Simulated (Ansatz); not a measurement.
`C[Si@@H](O)O[Si@H](O)Cl` and `C[SiH](O)O[SiH2]O` differ in one atom or group.

Ansatz, PBE0-D4/def2-TZVP geometries, multiplicity 1. Each molecule was computed in one conformer, which needn't be the lowest.

| property | `C[Si@@H](O)O[Si@H](O)Cl` |
| --- | --- |
| HOMO–LUMO gap (PBE/def2-TZVPP) / eV | 6.80 |
| HOMO energy (PBE0/def2-TZVPP) / eV | -8.73 |
| LUMO energy (PBE/def2-TZVPP) / eV | -0.45 |
| HOMO energy (ωB97M-V/def2-TZVPP) / eV | -11.03 |
| HOMO–LUMO gap (ωB97M-V/def2-TZVPP) / eV | 12.98 |
| HOMO–LUMO gap (B3LYP/def2-TZVPP) / eV | 8.60 |

Question: What does the change do to each property? (Estimate.)

Answer: Computed: 
```tsv
property	`C[SiH](O)O[SiH2]O`	shift
HOMO–LUMO gap (PBE/def2-TZVPP) / eV	6.25	-0.55
HOMO energy (PBE0/def2-TZVPP) / eV	-8.29	0.44
LUMO energy (PBE/def2-TZVPP) / eV	-0.62	-0.17
HOMO energy (ωB97M-V/def2-TZVPP) / eV	-10.57	0.46
HOMO–LUMO gap (ωB97M-V/def2-TZVPP) / eV	12.34	-0.64
HOMO–LUMO gap (B3LYP/def2-TZVPP) / eV	8.02	-0.58
```

With PBE0 the HOMO rises by 0.44 eV and the LUMO falls by 0.17 eV, so the gap narrows by about 0.61 eV. PBE moves the HOMO by 0.38 eV and ωB97M-V by 0.46 eV.

B3LYP here is the variant with VWN-RPA as its local correlation; programs differ in this.
